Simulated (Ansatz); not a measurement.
Ansatz (an electronic-structure program) input for trichloroethylene cation (C₂HCl₃), SMILES ClC(=CCl)Cl (connectivity only; charge and spin as stated), charge +1, multiplicity 2, PBE-D3(BJ)/def2-SVP. 

Ansatz 0.2 input:
```yaml
crystal:
  periodic: [false, false, false]
  atoms:
    - {symbol: Cl, position_ang: [0.34262248, 2.22285810, 0.00000000]}
    - {symbol: C, position_ang: [0.91330765, 0.66732949, 0.00000000]}
    - {symbol: C, position_ang: [0.06987276, -0.46788005, 0.00000000]}
    - {symbol: Cl, position_ang: [-1.59953424, -0.34042803, 0.00000000]}
    - {symbol: Cl, position_ang: [0.79224971, -1.98380743, 0.00000000]}
    - {symbol: H, position_ang: [2.00017231, 0.52671843, 0.00000000]}
basis:
  gaussian:
    orbitals: def2-SVP
hamiltonian:
  xc: pbe
  dispersion: d3bj
total_charge: 1
magnetization: {spin_polarized: true, initial_magnetization: 1}
relax: {f_tol: 0.002, max_steps: 200}
```

Program output:

```
WARN ansatz: RAYON_NUM_THREADS=1 ignored (pool sized by the plan → 1); use --threads N
Functional definition: PBE
integrals: 0.04 GiB planned
959 factors; their error is unknown
mean field: 0.27 GiB planned
mean field evaluation 1: about -39606.3141 eV, gradient 4.7e1 eV
mean field evaluation 2: about -39574.6501 eV, gradient 8.6e1 eV
mean field evaluation 4: about -39616.8582 eV, gradient 8.8e0 eV
mean field evaluation 8: about -39617.2452 eV, gradient 1.2e-1 eV
mean field evaluation 16: about -39617.1874 eV, gradient 2.2e-4 eV
mean field evaluation 32: about -39617.1874 eV, gradient 2.6e-5 eV
mean field -39617.18735274 eV, -1455.9047817191 hartree, gradient 2.6e-5 eV, S^2 0.751177; 3 other end points of the search recorded, 0 dependent functions left out
the calculation of the forces begins
reference -39617.18737742 eV, -1455.9047826263 hartree; 32, 31 occupied and 55, 56 virtual orbitals, 959 factors
relax step   1: F+E_penalty+E_count = -39617.38278739 eV  Δ(F+E_penalty+E_count) = +0.000e0 eV  max|allowed force component| = 2.994e-1 eV/Å  Δτ_max = 0.0000 Å  (84 SCF iters, accepted)
these checks for a lower state are left out or cut short: starts, cluster_reference, orbital_swaps, neighbouring_geometries, increment
integrals: 0.04 GiB planned
959 factors; their error is unknown
mean field: 0.27 GiB planned
mean field -39617.19021989 eV, -1455.9048870850 hartree, gradient 5.8e-6 eV, S^2 0.751199; 0 other end points of the search recorded, 0 dependent functions left out
the calculation of the forces begins
reference -39617.19024458 eV, -1455.9048879922 hartree; 32, 31 occupied and 55, 56 virtual orbitals, 959 factors
relax step   2: F+E_penalty+E_count = -39617.38542527 eV  Δ(F+E_penalty+E_count) = -2.638e-3 eV  max|allowed force component| = 7.731e-2 eV/Å  Δτ_max = 0.0077 Å  (37 SCF iters, accepted)
these checks for a lower state are left out or cut short: starts, cluster_reference, orbital_swaps, neighbouring_geometries, increment
integrals: 0.04 GiB planned
959 factors; their error is unknown
mean field: 0.27 GiB planned
mean field -39617.19069478 eV, -1455.9049045367 hartree, gradient 1.3e-5 eV, S^2 0.751209; 0 other end points of the search recorded, 0 dependent functions left out
the calculation of the forces begins
reference -39617.19071946 eV, -1455.9049054438 hartree; 32, 31 occupied and 55, 56 virtual orbitals, 959 factors
relax step   3: F+E_penalty+E_count = -39617.38578545 eV  Δ(F+E_penalty+E_count) = -3.602e-4 eV  max|allowed force component| = 1.256e-2 eV/Å  Δτ_max = 0.0036 Å  (29 SCF iters, accepted)
these checks for a lower state are left out or cut short: starts, cluster_reference, orbital_swaps, neighbouring_geometries, increment
integrals: 0.04 GiB planned
959 factors; their error is unknown
mean field: 0.27 GiB planned
mean field -39617.19069805 eV, -1455.9049046569 hartree, gradient 2.5e-5 eV, S^2 0.751209; 0 other end points of the search recorded, 0 dependent functions left out
the calculation of the forces begins
reference -39617.19072273 eV, -1455.9049055640 hartree; 32, 31 occupied and 55, 56 virtual orbitals, 959 factors
relax step   4: F+E_penalty+E_count = -39617.38578932 eV  Δ(F+E_penalty+E_count) = -3.862e-6 eV  max|allowed force component| = 4.496e-3 eV/Å  Δτ_max = 0.0004 Å  (24 SCF iters, accepted)
these checks for a lower state are left out or cut short: starts, cluster_reference, orbital_swaps, neighbouring_geometries, increment
integrals: 0.04 GiB planned
959 factors; their error is unknown
mean field: 0.27 GiB planned
mean field -39617.19069720 eV, -1455.9049046257 hartree, gradient 2.4e-5 eV, S^2 0.751209; 0 other end points of the search recorded, 0 dependent functions left out
the calculation of the forces begins
reference -39617.19072188 eV, -1455.9049055328 hartree; 32, 31 occupied and 55, 56 virtual orbitals, 959 factors
relax step   5: F+E_penalty+E_count = -39617.38578983 eV  Δ(F+E_penalty+E_count) = -5.140e-7 eV  max|allowed force component| = 3.528e-4 eV/Å  Δτ_max = 0.0001 Å  (23 SCF iters, accepted)
integrals: 0.04 GiB planned
959 factors; their error is unknown
mean field: 0.27 GiB planned
mean field evaluation 64: about -39617.2221 eV, gradient 2.3e0 eV
mean field -39617.19069720 eV, -1455.9049046257 hartree, gradient 2.4e-5 eV, S^2 0.751209; 4 other end points of the search recorded, 0 dependent functions left out
the calculation of the forces begins
reference -39617.19072188 eV, -1455.9049055328 hartree; 32, 31 occupied and 55, 56 virtual orbitals, 959 factors
Total energy: -39617.38581451 eV, -1455.9120750548 hartree
Atom 0 at     0.338347     2.225932    -0.000000 Å, force    -0.000052     0.000119    -0.000000 eV/Å
Atom 1 at     0.915519     0.668951     0.000000 Å, force    -0.000095     0.000001    -0.000000 eV/Å
Atom 2 at     0.067128    -0.470675     0.000000 Å, force    -0.000024    -0.000353     0.000000 eV/Å
Atom 3 at    -1.605449    -0.339438    -0.000000 Å, force     0.000185     0.000162    -0.000000 eV/Å
Atom 4 at     0.791765    -1.989744    -0.000000 Å, force    -0.000019     0.000076    -0.000000 eV/Å
Atom 5 at     2.011380     0.529765    -0.000000 Å, force     0.000004    -0.000005     0.000000 eV/Å
Dipole moment:     0.285064     0.092551    -0.000000 e Å
```

Self-consistency was reached.
